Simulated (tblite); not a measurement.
Compound: C6H14N (doublet state).
Atom-mapped SMILES: `[CH2:1][C@@H:2]([CH2:3][CH3:4])[C@@H:5]([CH3:6])[NH2:7]` (hydrogens: H8, H9 on C1; H10 on C2; H11, H12 on C3; H13, H14, H15 on C4; H16 on C5; H17, H18, H19 on C6; H20, H21 on N7)

Structure used (GFN2-xTB), in Å, numbered top down from 1:
```xyz
21
C6H14N angstrom
C      0.6148   -1.6101    0.2290
C      0.2310   -0.1907    0.2416
C      1.2480    0.6634   -0.5414
C      2.6043    0.7056    0.1492
C     -1.1795    0.0203   -0.3867
C     -2.2136   -0.8487    0.3362
N     -1.5068    1.4349   -0.3612
H      0.6979   -2.1842    1.1305
H      0.8131   -2.0975   -0.7065
H      0.1854    0.1744    1.2732
H      0.8431    1.6709   -0.6379
H      1.3585    0.2453   -1.5435
H      3.0095   -0.2984    0.2558
H      2.5168    1.1458    1.1402
H      3.3050    1.3030   -0.4296
H     -1.1309   -0.2796   -1.4396
H     -2.2687   -0.5722    1.3883
H     -3.1995   -0.7184   -0.1081
H     -1.9328   -1.8969    0.2694
H     -2.3742    1.6057   -0.8574
H     -1.6305    1.7443    0.5978
```

All values are computed: GFN2-xTB (tblite) harmonic vibrations without scaling, gas phase. Against measured fundamentals such values can be off by several per cent, at times by over 20. One conformer, not necessarily the lowest. Open shells enter through the occupations alone, without spin polarisation, and single modes of such species can be off by tens of per cent.

Harmonic wavenumbers (cm⁻¹): 76.2, 87.8, 139.1, 179.4, 211.2, 225.9, 248.9, 269.7, 326.3, 382.5, 399.3, 440.8, 506.2, 514.4, 814.1, 828.5, 916.0, 927.7, 955.0, 957.5, 1004.7, 1036.7, 1072.7, 1101.1, 1108.9, 1150.3, 1160.6, 1191.7, 1243.3, 1269.0, 1300.1, 1311.0, 1330.7, 1338.0, 1398.1, 1406.5, 1410.1, 1487.0, 1491.2, 1498.2, 1500.0, 1507.1, 1561.4, 2924.6, 2932.1, 2981.6, 3002.2, 3013.0, 3018.4, 3029.2, 3031.2, 3033.4, 3036.1, 3129.0, 3170.0, 3383.7, 3415.9.

A = 3992, B = 1737, C = 1322 MHz; mass 100.113 u (most abundant isotopes); point group C1, symmetry number 1; spin multiplicity 2.

Q: What is the zero-point energy?

A: Half the sum of the wavenumbers: 41193 cm⁻¹ = 117.78 kcal/mol.

Q: Give the ideal-gas entropy at 200 K and 1 bar in the rigid-rotor, harmonic-oscillator model (classical rotation).

A: Translation 37.76, rotation 26.76, vibration 17.13, spin (R ln 2) 1.38: S = 83.0 cal/(mol K).

Q: And Cp and H(200 K) − H(0)?

A: Cp = 28.71 cal/(mol K), of which vibrations give 20.76 (their classical limit is 57 R = 113.3); H(200 K) − H(0) = 3.61 kcal/mol without the zero-point energy, 2.02 from vibrations.

Q: Which modes carry the vibrational entropy at 200 K?

A: 76.2 cm⁻¹: 3.21; 87.8 cm⁻¹: 2.93; 139.1 cm⁻¹: 2.07; 179.4 cm⁻¹: 1.61; 211.2 cm⁻¹: 1.34; 225.9 cm⁻¹: 1.23 cal/(mol K); the other 51 give 4.75 together.

Q: How do the functions run with temperature in this model?

A: 
```json
{"T (K)": "100", "S (cal/(mol K))": "66.9", "Cp (cal/(mol K))": "18.5", "H − H(0) (kcal/mol)": "1.22", "G − H(0) (kcal/mol)": "-5.47", "ln q(vib)": "1.12"}
{"T (K)": "300", "S (cal/(mol K))": "96.5", "Cp (cal/(mol K))": "38.3", "H − H(0) (kcal/mol)": "6.95", "G − H(0) (kcal/mol)": "-21.98", "ln q(vib)": "6.09"}
{"T (K)": "500", "S (cal/(mol K))": "120.7", "Cp (cal/(mol K))": "57.5", "H − H(0) (kcal/mol)": "16.60", "G − H(0) (kcal/mol)": "-43.74", "ln q(vib)": "11.19"}
{"T (K)": "800", "S (cal/(mol K))": "152.5", "Cp (cal/(mol K))": "77.6", "H − H(0) (kcal/mol)": "37.12", "G − H(0) (kcal/mol)": "-84.85", "ln q(vib)": "18.66"}
{"T (K)": "1000", "S (cal/(mol K))": "170.8", "Cp (cal/(mol K))": "86.8", "H − H(0) (kcal/mol)": "53.60", "G − H(0) (kcal/mol)": "-117.21", "ln q(vib)": "23.38"}
```

q(vib) and H(0) count from the zero-point level.

Q: Blend soft modes into free rotors: weight 1/[1 + (100 cm⁻¹/ν̃)⁴] for the oscillator and the rest for a rotor with moment μB/(μ + B), μ = h/(8π²ν), B = 10⁻⁴⁴ kg m². What vibrational entropy results?

A: 16.66 cal/(mol K) in place of 17.13, which changes −T·S at 200 K by +0.09 kcal/mol.

Hindered rotation and anharmonicity are outside this model. Other conformers, if any are populated, would add a mixing term that is left out. The structure is chiral; the term R ln 2 for an equal mix with its mirror image is left out.

Time: 0.55 s. Hardware: one thread of an Arm Neoverse V2 (shared host). The figure is for the frequency step alone.
